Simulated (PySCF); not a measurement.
A calculated (M06-L, PySCF 2.14, aug-cc-pCVTZ-DK with one added diffuse shell each of s, p, d, f type, scalar relativity by spin-free X2C-1e) atom or ion has these occupied shells.

```csv
shell,electrons,orbital energy (eV),"rms radius, mean of both spins (bohr)"
1s α,1,-120.43,0.484
1s β,1,-120.29,0.484
2p α,1,-11.056,2.55
```

Question: Name the element and its charge.

Answer: Be⁺ (beryllium, charge +1), in [He] 2p1, 2P determinant (an excited configuration).
